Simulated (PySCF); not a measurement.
**A survey of 29Si NMR shifts**

[PySCF 2.14.0 with density-fitted response routines: coordinates at the GFN2-xTB level; shieldings: GIAO PBE0/pcSseg-1; no relativistic terms; averaged over atoms made equivalent by symmetry, fast rotation or ring inversion; single conformer; in vacuum]

Shieldings were converted by a linear fit to measured shifts: 29Si: δ = 279.94 − 0.822σ (rms 8.9 ppm, 72 shifts, 25.8 ppm with the 6 outliers that the fit left out vs TMS, solution or neat liquid). Occasional misses reach two or three times the rms, and more in compound classes unlike the fitted ones.

(1) Give the 29Si shifts of `CC1(C)O[Si@H]([SiH2]Cl)O[SiH2]1`, `C[Si](C)(C)c1cccpc1`.

(2) Match the shifts -7.7, -24.5, -34.5, -57.0 ppm to `C[Si](C)(C)c1ccccp1`, `CCS[C@@H]1CC[Si@H]1C#N`, `CC(C)N[SiH3]`, `C=CC[Si@H](Cl)/N=C\C`.

Results:

(1) 
| compound | environment | δ (ppm) |
| --- | --- | --- |
| [CH3:1][C:2]1([CH3:3])[O:4][Si@H:5]([SiH2:6][Cl:7])[O:8][SiH2:9]1 | Si5: silicon bonded to 2 O, Si, H, in a 5-membered ring | -1.9 |
| [CH3:1][C:2]1([CH3:3])[O:4][Si@H:5]([SiH2:6][Cl:7])[O:8][SiH2:9]1 | Si9: silicon bonded to C, O, 2 H, in a 5-membered ring | -13.4 |
| [CH3:1][C:2]1([CH3:3])[O:4][Si@H:5]([SiH2:6][Cl:7])[O:8][SiH2:9]1 | Si6: silicon bonded to Cl, Si, 2 H | -41.7 |
| C[Si](C)(C)c1cccpc1 | silicon bonded to 4 C | -7.9 |

(2) -7.7: C[Si](C)(C)c1ccccp1 (silicon bonded to 4 C); -24.5: C=CC[Si@H](Cl)/N=C\C (silicon bonded to C, Cl, N, H); -34.5: CCS[C@@H]1CC[Si@H]1C#N (silicon bonded to 3 C, H, in a 4-membered ring); -57.0: CC(C)N[SiH3] (silicon bonded to N, 3 H).
